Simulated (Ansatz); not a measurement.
`C[CH2][AlH][Br]` and `C[CH2][AlH][SeH]` differ in one atom or group.

Ansatz, PBE0-D4/def2-TZVP geometries, multiplicity 1. Each molecule was computed in one conformer, which needn't be the lowest.

Scalar relativity is left out up to krypton.

```tsv
property	`C[CH2][AlH][Br]`
size of the dipole moment (ωB97M-V/def2-TZVPP) / D	1.94
LUMO energy (B3LYP/def2-TZVPP) / eV	-1.45
HOMO energy (B3LYP/def2-TZVPP) / eV	-7.55
ideal-gas entropy at 298 K and 1 bar (rigid rotor, harmonic PBE0-D4/def2-TZVP) / J/(mol·K)	353
HOMO energy (PBE/def2-TZVPP) / eV	-6.52
size of the dipole moment (PBE/def2-TZVPP) / D	1.86
```

Problem. Give the same properties after the change, and the shifts. (Best estimate.)

Solution. Computed: 
```json
{"property": "size of the dipole moment (ωB97M-V/def2-TZVPP) / D", "`C[CH2][AlH][SeH]`": "1.78", "shift": "-0.16"}
{"property": "LUMO energy (B3LYP/def2-TZVPP) / eV", "`C[CH2][AlH][SeH]`": "-1.21", "shift": "0.24"}
{"property": "HOMO energy (B3LYP/def2-TZVPP) / eV", "`C[CH2][AlH][SeH]`": "-6.99", "shift": "0.56"}
{"property": "ideal-gas entropy at 298 K and 1 bar (rigid rotor, harmonic PBE0-D4/def2-TZVP) / J/(mol·K)", "`C[CH2][AlH][SeH]`": "358", "shift": "5"}
{"property": "HOMO energy (PBE/def2-TZVPP) / eV", "`C[CH2][AlH][SeH]`": "-6.15", "shift": "0.37"}
{"property": "size of the dipole moment (PBE/def2-TZVPP) / D", "`C[CH2][AlH][SeH]`": "1.70", "shift": "-0.16"}
```

With PBE0 the HOMO rises by 0.51 eV and the LUMO rises by 0.23 eV, so the gap narrows by about 0.28 eV. PBE moves the HOMO by 0.37 eV and ωB97M-V by 0.57 eV. The zero-point energy changes by 19.6 kJ/mol with +3 modes. Dipoles are sizes alone; their direction can turn. Modes under 60 cm⁻¹, often nearly free rotors, make the harmonic entropy too high.

B3LYP here is the variant with VWN-RPA as its local correlation; programs differ in this.

Spin–orbit coupling is left out; it splits and shifts lone-pair levels of the heavy atoms by tenths of an eV.
